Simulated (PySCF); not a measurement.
TmF2 at several levels of theory

Computed with PySCF 2.14.0 (density fitting, no spin-orbit coupling) at the geometry relaxed with PBE0:

```xyz
3
TmF2 (singlet in the valence; each metal's 4f electrons, 13 of them, lie in its core potential, out of spins and levels)
Tm    0.0000    0.0000   -0.1563
F     1.8817    0.0000    0.7272
F    -1.8817    0.0000    0.7272
```

| level | basis | state | HOMO (eV) | gap (eV) | charge on Tm1 (e) | population of f-type functions on Tm1 (polarisation alone where 4f lies in the core) | dipole about the centre of mass (D) | largest force component (eV/Å) |
| --- | --- | --- | --- | --- | --- | --- | --- | --- |
| PBE0 | Tm lcecp-0-SVP with ECP59, F def2-SVP | singlet | – | – | 1.07 | 0.03 | 5.74 | 0.00 |
| TPSSh | the same | singlet | – | – | 1.03 | 0.03 | 5.63 | 0.11 |
| wB97X | the same | singlet | – | – | 1.08 | 0.03 | 5.87 | 0.10 |

In the lcecp rows the 4f levels are missing from HOMO and gap, and the state counts the valence alone.

Charges are Mulliken's, which hang on the basis. The relaxation used the grid (50, 194), these runs (75, 302) or, all-electron (x2c bases, spin-free X2C Hamiltonian), (99, 590).

Question: What does PBE0 with Tm lcecp-0-TZVP with ECP59, F def2-TZVP give here?

Answer: state singlet, charge on Tm1 (e) 1.30, population of f-type functions on Tm1 (polarisation alone where 4f lies in the core) 0.04, dipole about the centre of mass (D) 5.97, largest force component (eV/Å) 0.03. Time: 4 s on 2 threads of Arm Neoverse V2 (shared host), from free ions and atoms.

An lcecp potential fixes the number of 4f electrons, so in runs with it no electron can move into or out of that shell.
